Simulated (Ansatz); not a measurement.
CH3AlF2Se (`C[Se][Al]([F])[F]`). Total charge 0; spin multiplicity 1. The geometry is a stationary point of PBE0-D4/def2-TZVP. It is one conformer, not always the lowest.

```xyz
8

C     0.627   -1.018    0.807
Se   -1.203   -0.294    0.725
Al   -0.850    1.223   -0.934
F    -2.057    2.190   -1.474
F     0.638    1.364   -1.617
H     1.017   -0.822    1.803
H     1.264   -0.554    0.059
H     0.564   -2.089    0.630
```

**Question.** What is the dipole moment at r2SCAN/def2-TZVPP? (Best estimate.)

**Answer.** The calculation gave: 2.28 D, with components (1.27, -1.54, 1.11) D in this frame, pointing from negative to positive charge.

**Question.** And with PBE, B3LYP, ωB97M-V? (Best estimate.)

**Answer.** The calculation gave: PBE 2.29 D, B3LYP 2.28 D, ωB97M-V 2.17 D.

**Question.** Give the Mulliken charges with r2SCAN, ωB97M-V, PBE in def2-TZVPP. (An estimate is asked.)

**Answer.** Ansatz gave: 
| atom | r2SCAN | ωB97M-V | PBE |
| --- | --- | --- | --- |
| C1 | -0.21 | -0.38 | -0.33 |
| Se2 | -0.14 | -0.11 | -0.11 |
| Al3 | 0.74 | 0.71 | 0.63 |
| F4 | -0.34 | -0.33 | -0.30 |
| F5 | -0.35 | -0.34 | -0.31 |
| H6 | 0.10 | 0.15 | 0.14 |
| H7 | 0.10 | 0.14 | 0.13 |
| H8 | 0.10 | 0.15 | 0.14 |

B3LYP here is the variant with VWN-RPA as its local correlation; programs differ in this.
